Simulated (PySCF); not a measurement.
A run for PySCF: R-HF/STO-3G on CH4O2Si (SMILES CO[Si]O), a point of a torsion scan.

```python
from pyscf import gto, scf, dft, mp
from pyscf.data.elements import chemcore

mol = gto.M(
    atom='''
    C    -0.99976838    0.11420389    0.28584456
    O    -0.26986595   -1.04777501    0.06567645
    Si    1.27668865   -1.55853868   -0.02910741
    O     1.99076139   -1.23775533    1.39178909
    H    -2.00465797   -0.15886344    0.61605900
    H    -0.53677377    0.75136737    1.04797770
    H    -1.07436219    0.68214500   -0.64672887
    H     1.61993438   -0.78949244    2.15576127
    ''',
    basis='sto-3g',
    charge=0, spin=0, verbose=3, max_memory=1800)
mf = scf.RHF(mol)
mf.conv_tol = 1e-8
mf.max_cycle = 100
mf.kernel()
if not mf.converged:
    mf = mf.newton().run(mf.mo_coeff, mf.mo_occ)
```

Output:

```
converged SCF energy = -473.008919987048
```

Self-consistency was reached.

Cost: around 0.29 core-seconds (rough).
